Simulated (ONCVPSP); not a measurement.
# strontium, ONCV: configuration errors across variants

ONCVPSP 4.0.1 input, shortened (lines: element, Z, core and valence counts, functional; n l f; lmax; l rc ep ncon nbas qcut; lloc lpopt rc5 dvloc0; l nproj debl; icmod fcfact rcfact), revPBE, scalar-relativistic:

```
  Sr 38.00    6    3  -102130      upf
    1    0    2.00
    2    0    2.00
    2    1    6.00
    3    0    2.00
    3    1    6.00
    3    2   10.00
    4    0    2.00
    4    1    6.00
    5    0    1.75
    2
    0    2.20    0.00    5   10    5.90
    1    2.45    0.00    3    7    7.20
    2    1.95    0.11    3    8    5.10
    4    5    1.55    1.00
    0    3    3.10
    1    3    0.80
    2    1    0.60
    3    3.50    1.25
```

In the p channel the program set the typed energies aside and used -0.893, 0.250, 1.050 Ha. In the d channel the program set the typed energies aside and used 0.050 Ha.

All-electron excitation energies from the reference (eV): (1) 4s2 4p6 5s2 -1.013; (2) 4s2 4p6 5s1 4.805; (3) 4s2 4p6 5s0 15.708; (4) 4s2 4p6 5s0 5p2 3.580.

Errors AE − PS in meV (a dash: test not solved or not reliable):

```csv
change,(1),(2),(3),(4),bound ghosts,GHOST(+) flags above zero
base,+0.1,-0.4,-1.9,-0.5,none,s
"all radii but the core radius scaled by about 0.78 (s 1.72, p 1.90, d 1.52 bohr); local potential polynomial inside 1.20 bohr (lpopt 5, dvloc0 1 Ha)",+0.1,-0.3,-1.1,-0.1,none,s
"all radii but the core radius scaled by about 0.82 (s 1.82, p 2.02, d 1.60 bohr); local potential polynomial inside 1.28 bohr (lpopt 5, dvloc0 1 Ha)",+0.1,-0.3,-1.2,-0.2,none,s
"all radii but the core radius scaled by about 0.89 (s 1.96, p 2.18, d 1.72 bohr); local potential polynomial inside 1.38 bohr (lpopt 5, dvloc0 1 Ha)",+0.1,-0.4,-1.5,-0.3,none,s
"all radii but the core radius scaled by about 0.95 (s 2.08, p 2.32, d 1.84 bohr); local potential polynomial inside 1.46 bohr (lpopt 5, dvloc0 1 Ha)",+0.1,-0.4,-1.7,-0.4,none,s
"all radii but the core radius scaled by about 1.08 (s 2.36, p 2.64, d 2.10 bohr); local potential polynomial inside 1.66 bohr (lpopt 5, dvloc0 1 Ha)",+0.1,-0.5,-2.2,-0.6,none,s
"all radii but the core radius scaled by about 1.21 (s 2.66, p 2.96, d 2.36 bohr); local potential polynomial inside 1.88 bohr (lpopt 5, dvloc0 1 Ha)",+0.1,-0.6,-3.3,-1.0,none,none
"all radii but the core radius scaled by about 1.25 (s 2.76, p 3.06, d 2.44 bohr); local potential polynomial inside 1.94 bohr (lpopt 5, dvloc0 1 Ha)",+0.1,-0.6,-3.8,-1.1,none,none
"all radii but the core radius scaled by about 1.32 (s 2.90, p 3.22, d 2.56 bohr); local potential polynomial inside 2.04 bohr (lpopt 5, dvloc0 1 Ha)",+0.1,-0.8,-7.0,-2.5,none,none
```

**Question.** Give the same row for: all radii but the core radius scaled by about 1.16 (s 2.54, p 2.84, d 2.26 bohr); local potential polynomial inside 1.80 bohr (lpopt 5, dvloc0 1 Ha).

**Answer.** +0.1, -0.5, -2.4, -0.6; bound ghosts: none; GHOST(+) flags above zero: none.
